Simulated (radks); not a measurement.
Q: All-electron atom: Ru38+ in [He] 2s2 2p2 (the NIST ground configuration). All-electron calculation, non-relativistic Kohn-Sham, LB94 model potential, spin-polarised, spherical densities, point nucleus; open shells are filled with parallel spins first (spin-orbit coupling, left out, can overturn this in heavy ions); relativity is left out, which matters for an element this heavy. Program: a radial shooting solver on a logarithmic mesh with Libxc functionals. Some entries of the table are withheld. Estimate them.

| orbital | occ. | eigenvalue (eV) | <r> (bohr) | <r^2> (bohr^2) |
|---|---|---|---|---|
| 1s down | 1 | -24473.98 | (1) | 0.001586 |
| 1s up | 1 | -24464.41 | (2) | 0.001589 |
| 2s up | 1 | -5609.289 | 0.1432 | 0.02396 |
| 2s down | 1 | -5567.190 | 0.1436 | 0.02410 |
| 2p up | 2 | -5481.427 | 0.1211 | 0.01767 |
| 2p down | 0 | -5441.717 | 0.1212 | 0.01772 |

A: 
(1) 1s down <r> (bohr): 0.03446
(2) 1s up <r> (bohr): 0.03448
